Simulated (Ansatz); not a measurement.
Relaxation of BFH4N2 (8 atoms, charge 0, multiplicity 1), to a largest force component of 0.02 eV/Å in at most 40 steps.

These are results of RKS B3LYP/6-31G* (Ansatz 0.2.0), not measurements.

```xyz
8
Properties=species:S:1:pos:R:3:forces:R:3
B 0.000 0.000 0.000 -3.30 -0.13 2.47
N 0.000 0.000 1.550 0.21 -0.08 -2.43
H -0.877 -0.271 2.080 1.83 0.89 -0.81
H 0.877 0.271 2.080 -1.77 -0.92 -0.69
F 1.143 0.000 -0.660 0.58 0.47 -0.02
N -1.342 0.000 -0.775 1.17 -0.25 0.79
H -2.011 -0.816 -0.676 0.98 1.95 -0.33
H -1.591 0.816 -1.404 0.29 -1.94 1.00
```

**Question.** Where does it end, and by what steps?

**Answer.** It converged. After 5 steps the energy has fallen by 1.376 eV; H8 moved furthest, 0.78 Å.

| step | energy less start (eV) | largest force component (eV/Å) | accepted |
| --- | --- | --- | --- |
| 0 | 0.0000 | 3.298 | yes |
| 1 | -0.8547 | 1.597 | yes |
| 2 | -1.1618 | 0.813 | yes |
| 3 | -1.3073 | 0.385 | yes |
| 4 | -1.3717 | 0.098 | yes |
| 5 | -1.3764 | 0.015 | yes |

```xyz
8
Properties=species:S:1:pos:R:3
B -0.099 0.118 0.060
N -0.025 -0.107 1.458
H -0.811 -0.349 2.039
H 0.842 0.000 1.960
F 1.037 0.480 -0.584
N -1.283 -0.012 -0.706
H -2.175 -0.297 -0.334
H -1.287 0.166 -1.698
```

Whether the end is a true minimum wasn't checked by a vibrational analysis.

The run took 15 s on 1 thread of Arm Neoverse V1, on a shared host, peak memory 0.14 GiB.
